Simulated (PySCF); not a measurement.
The scaffold BH2-X carries different groups X. Gas-phase values, no solvent. One relaxed conformer stands for each flexible species; it need not be the lowest. Strings in code marks are SMILES.

The four lowest singlet excitations (Tamm–Dancoff). These are M06-2X/def2-TZVP (PySCF 2.14.0) values and carry that method's errors. Excitations are Tamm–Dancoff values on a coarser integration grid. The basis has no diffuse functions, so Rydberg states are missing or too high.

```json
[
 {"state": "S1", "energy (eV)": "6.18", "wavelength (nm)": "201", "oscillator strength": "0.000"},
 {"state": "S2", "energy (eV)": "6.60", "wavelength (nm)": "188", "oscillator strength": "0.181"},
 {"state": "S3", "energy (eV)": "6.74", "wavelength (nm)": "184", "oscillator strength": "0.000"},
 {"state": "S4", "energy (eV)": "7.09", "wavelength (nm)": "175", "oscillator strength": "0.011"}
]
```

Problem. Identify which member gives these states.
A) `BC=O`
B) `B[N+]#[C-]`
C) `BS`
D) `BN`

Solution. C, `BS`
